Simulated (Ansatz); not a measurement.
Reaction (redistribution): `CS[SiH]` + `NC1BN1` → `CS[Si]N` + `B1CN1`

Computed with Ansatz on PBE0-D4/def2-TZVP structures; ΔE is electronic, products minus reactants. CCSD(T)/CBS is the MP2 limit (def2-TZVPP, def2-QZVPP) plus CCSD(T) − MP2 in def2-TZVPP, frozen cores. This one scheme is used for every species. Functionals use def2-TZVPP. One conformer a species, not always the lowest.

`CS[SiH]`:

Z-matrix (Å, degrees):
```
C
S 1 1.812
H 1 1.090 2 110.6
H 1 1.090 2 108.9 3 -120.6
H 1 1.090 2 108.9 3 120.6
Si 2 2.094 1 103.9 3 -0.0
H 6 1.525 2 89.2 1 -180.0
```

`NC1BN1`:

```xyz
9

N     0.942   -1.091    0.162
C     0.422    0.142   -0.321
B    -1.061    0.364   -0.738
N    -0.620    0.885    0.423
H     0.219   -1.746    0.425
H     1.580   -0.975    0.939
H     1.214    0.768   -0.731
H    -2.014    0.231   -1.429
H    -0.681    1.421    1.271
```

`CS[Si]N`:

```xyz
9

C     1.922   -0.232   -0.384
S     0.233   -0.869   -0.207
Si   -0.793    0.934    0.321
N    -2.367    0.284    0.472
H     2.577   -0.754    0.313
H     1.952    0.838   -0.172
H     2.267   -0.405   -1.403
H    -2.651   -0.675    0.336
H    -3.140    0.879    0.723
```

`B1CN1`:

Cartesian coordinates in Å:
```
B 0.410 0.180 0.844
C -0.599 0.323 -0.340
N 0.519 -0.621 -0.227
H 0.872 0.449 1.899
H -1.602 -0.099 -0.288
H -0.497 1.114 -1.082
H 0.898 -1.345 -0.806
```

| level | ΔE (kJ/mol) |
| --- | --- |
| ωB97X-V | -147.4 |
| PBE | -137.0 |
| CCSD/def2-TZVPP | -147.1 |
| CCSD(T)/def2-TZVPP | -145.7 |

Problem. What does CCSD(T)/CBS give? (Best estimate.)

Solution. Computed: -148.9 kJ/mol. The listed levels differ from it by 1.5, 11.9, 1.8, 3.2 kJ/mol.

Largest T1 diagnostic among the species: 0.016.

From PBE to PBE0 (25 % exact exchange), in def2-TZVPP and without D4, ΔE moves by −4.9 kJ/mol.
